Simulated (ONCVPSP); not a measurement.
**Transferability test, ONCV potential for Lu**

lutetium (Lu), optimised norm-conserving Vanderbilt (ONCV), made with ONCVPSP 4.0.1 (PBEsol, scalar-relativistic). Core [Kr] 4d10, reference 4f14 5s2 5p6 5d1 6s1 (charge +1). Waves: 5s+6s: rc 1.90 bohr, ncon 4, nbas 8, qcut 4.9 1/bohr, 3 projectors, debl 1.5 Ha; 5p: rc 1.35 bohr, ncon 4, nbas 7, qcut 7 1/bohr, 2 projectors, debl 2 Ha; 5d: rc 2.05 bohr, ncon 4, nbas 8, qcut 5.2 1/bohr, 3 projectors, debl 3.2 Ha; 4f: rc 0.65 bohr, ncon 4, nbas 9, qcut 22.7 1/bohr, 2 projectors, debl 3.4 Ha. Local part: polynomial inside 0.50 bohr (lpopt 3, dvloc0 0 Ha). Core correction: Teter function, fcfact 3.75, rcfact 1.75.

Energies are relative to the spin-unpolarised reference configuration 4f14 5s2 5p6 5d1 6s1; without spin polarisation the order of configurations can differ from experiment.

Problem. Give the all-electron excitation energy and the error of the potential for: 4f14 5s2 5p6 5d1 6s2; 4f14 5s2 5p6 5d1 6s0; 4f14 5s2 5p6 5d0 6s0; 4f14 5s1 5p6 5d1 6s2.

Solution.

```
valence configuration  charge  ΔE all-electron (eV)  error AE − PS (meV)
 4f14 5s2 5p6 5d1 6s2       0                -7.390                 +1.2
 4f14 5s2 5p6 5d1 6s0      +2                13.222                 -5.0
 4f14 5s2 5p6 5d0 6s0      +3                33.125                  -11
 4f14 5s1 5p6 5d1 6s2      +1                59.725                 -164
```

Levels in the configuration 4f14 5s2 5p6 5d1 6s0:

```
level  all-electron (eV)  pseudo (eV)
   4f            -24.335      -24.367
   5s            -75.805      -75.807
   5p            -46.357      -46.348
   5d            -15.013      -15.008
```

Note: ghosts flagged at negative energy: s at -667.7 eV, p at -420.8 eV; GHOST(+) flagged for d at 189.0 eV, s at 254.5 eV. A true bound ghost makes a file unfit for plane-wave use.
